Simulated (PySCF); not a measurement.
A calculated (CAM-B3LYP, PySCF 2.14, ANO-RCC-VTZP, the spin-free X2C one-electron Hamiltonian (Gaussian nucleus)) atom or ion has these occupied shells.

```csv
shell,electrons,orbital energy (eV),"rms radius, mean of both spins (bohr)"
1s α,1,-90423.0,0.0178
1s β,1,-90422.9,0.0178
2s α,1,-16279.5,0.0718
2s β,1,-16279.5,0.0718
2p α,3,-14005.8,0.0663
2p β,3,-14005.8,0.0663
3s α,1,-3947.0,0.183
3s β,1,-3947.0,0.183
3p α,3,-3291.6,0.186
3p β,3,-3291.6,0.186
3d α,5,-2597.8,0.170
3d β,5,-2597.8,0.170
4s α,1,-915.01,0.401
4s β,1,-914.96,0.401
4p α,3,-698.12,0.428
4p β,3,-698.06,0.428
4d α,5,-440.11,0.454
4d β,5,-440.06,0.454
5s α,1,-164.03,0.883
5s β,1,-163.88,0.883
4f α,7,-159.90,0.482
4f β,7,-159.86,0.482
5p α,3,-102.17,1.01
5p β,3,-102.02,1.01
5d α,5,-30.650,1.33
5d β,5,-30.318,1.33
6s α,1,-18.281,2.35
6s β,1,-15.766,2.35
6p α,3,-7.283,3.21
```

Question: Name the element and its charge.

Answer: Bi (bismuth, neutral), in [Xe] 4f14 5d10 6s2 6p3, high-spin 4S determinant.
